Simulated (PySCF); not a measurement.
Compound: C5H13AlS.
Atom-mapped SMILES: `[CH2:1]=[CH:2][CH2:3][AlH2-:4][S+:5]([CH3:6])[CH3:7]` (hydrogens: H8, H9 on C1; H10 on C2; H11, H12 on C3; H13, H14 on Al4; H15, H16, H17 on C6; H18, H19, H20 on C7)

Structure used (PBE0-D3(BJ)/def2-SVP), in Å, numbered top down from 1:
```xyz
20
C5H13AlS angstrom
C      3.845    0.137    0.001
C      2.781   -0.527   -0.473
C      1.562    0.066   -1.085
Al     0.363    0.331    0.483
S     -1.864    0.735   -0.547
C     -2.291   -0.929   -1.098
C     -2.852    0.861    0.958
H      3.926    1.225   -0.092
H      4.670   -0.385    0.492
H      2.763   -1.618   -0.338
H      1.130   -0.599   -1.850
H      1.773    1.044   -1.549
H      0.474    1.714    1.283
H     -0.082   -0.987    1.294
H     -3.355   -0.971   -1.369
H     -1.681   -1.135   -1.988
H     -2.052   -1.661   -0.314
H     -2.590    0.050    1.653
H     -2.606    1.827    1.417
H     -3.921    0.833    0.707
```

Theory: TDDFT CAM-B3LYP/def2-SVPD, vertical, gas phase, core orbitals frozen in the response (PySCF).

Transition dipole moments from the ground state, in atomic units and in the frame of the coordinates above (overall signs are arbitrary), for the states with f of 0.002 or more among the lowest 6:

| state | E (hartree) | μx | μy | μz |
| --- | --- | --- | --- | --- |
| S1 | 0.2124 | 0.165 | -0.004 | 0.021 |
| S2 | 0.2189 | 1.076 | 0.035 | -0.085 |
| S3 | 0.2268 | -0.856 | -0.103 | -0.168 |
| S4 | 0.2336 | 0.885 | 0.100 | 0.289 |
| S5 | 0.2392 | 0.287 | 0.015 | -0.181 |
| S6 | 0.2411 | 0.157 | -0.133 | -0.312 |

Problem. Work out the oscillator strengths.

Solution. f = (2/3) ΔE |μ|² with ΔE in hartree (27.2114 eV).

```csv
state,|μ|² (au),|μ| (D),f
S1,0.028,0.42,0.004
S2,1.166,2.74,0.170
S3,0.771,2.23,0.117
S4,0.877,2.38,0.137
S5,0.115,0.86,0.018
S6,0.140,0.95,0.023
```

Problem. Which bond between heavy atoms lies closest to the direction of the S2 transition dipole?

Solution. Al4–S5, at 31° from it; next C1–C2 and C2–C3 at 39°.

Problem. What angle do the transition dipoles of S3 and S6 make?

Solution. |cos θ| = |μa·μb| / (|μa| |μb|) = 0.21, so θ ≈ 78° (taken between 0 and 90°, since the signs are arbitrary).

Problem. How is the summed strength of these states shared among x, y and z?

Solution. (2/3) Σ ΔE μα² gives 0.423 for x, 0.006 for y and 0.039 for z, 0.468 in all.

Problem. What peak molar absorption coefficient would the strongest computed level give as a lone Gaussian band 0.5 eV wide at half height?

Solution. ε(max) = 2.175×10⁸ f / FWHM, with the width in cm⁻¹. S2: 2.175×10⁸ × 0.1702 / 4033 ≈ 9200 L mol⁻¹ cm⁻¹.

One conformer stands for the species.
